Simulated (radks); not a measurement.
Spherical jellium clusters: N electrons in a uniform positive sphere of charge N and radius rs N^(1/3), rs = 4.37 bohr. Method: non-relativistic Kohn-Sham, PBE, spin-polarised, spherical densities; computed with a radial shooting solver with Libxc functionals. Levels are named by radial order and angular momentum (1s, 1p, 1d, 2s, ...), and open shells are averaged over m. Each electron was tried in the lowest free levels, single moves between levels near the top were tried too, and the lowest total energy was kept; such a search can miss a lower state. The series stops at N = 9: beyond it a trial failed or the search could not be trusted, so later rows were left out. Energies include the self-energy of the background; IP and EA are vertical (highest electron removed, lowest free level filled), at fixed background; spill-out counts the electrons outside the background radius R, and alpha is the static dipole polarisability from linear response (closed shells only). A dash means not computed or, for alpha, an open shell; in EA it means that no bound solution was reached, which is typical of self-interaction and does not show that the anion is unstable. Real open-shell clusters deform, which this model forbids.

\begin{tabular}{lrrrrr}
N & open shells & 2S & E(N+1) + E(N-1) - 2E(N) (eV) & IP (eV) & -e(HOMO) (eV) \\ \hline
1 & 1s(up 1, down 0) & 1 & - & - & 2.914 \\
2 & none & 0 & 0.838 & 4.852 & 2.982 \\
3 & 1p(up 1, down 0) & 1 & -0.610 & 3.671 & 2.113 \\
4 & 1p(up 2, down 0) & 2 & -0.386 & 4.165 & 2.572 \\
5 & 1p(up 3, down 0) & 3 & 0.458 & 4.412 & 2.855 \\
6 & 1p(up 3, down 1) & 2 & -0.409 & 3.835 & 2.498 \\
7 & 1p(up 3, down 2) & 1 & -0.257 & 4.171 & 2.802 \\
8 & none & 0 & 1.006 & 4.357 & 3.002 \\
9 & 1d(up 1, down 0) & 1 & - & 3.287 & 2.064 \\
\end{tabular}

All shells are closed at N = 2, 8 (there: 1s2 1p6); the second difference of the energy has clear peaks (12 % above both neighbours; the first and last values, which can be the largest, are not judged, and half-filled shells can peak too) at N = 5.
